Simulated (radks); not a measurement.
Question: Successive ionisation energies (eV) of one element, from differences of total energies of ions in their ground configurations, starting at charge 0: 5.719, 19.411, 28.981, 56.429, 73.761, 92.091, 111.30, 131.28, 157.63, 179.79, 202.64, 226.13, 250.20, 345.10, 371.63, 398.18, 432.07, 460.16, 488.18, 564.85, 596.89, 1046.9. Calculated with a radial shooting solver on a logarithmic mesh with Libxc functionals: scalar-relativistic Kohn-Sham, LDA (Slater exchange, VWN5 correlation), spin-polarised, spherical densities, finite nucleus; open shells are filled with parallel spins first (spin-orbit coupling, left out, can overturn this in heavy ions); Fermi nuclear charge, rms radius 4.6156 fm. Which element is it?

Answer: Indium (Z = 49). The first species listed is In in [Kr] 4d10 5s2 5p1, the last In21+ in [Ar] 3d10.
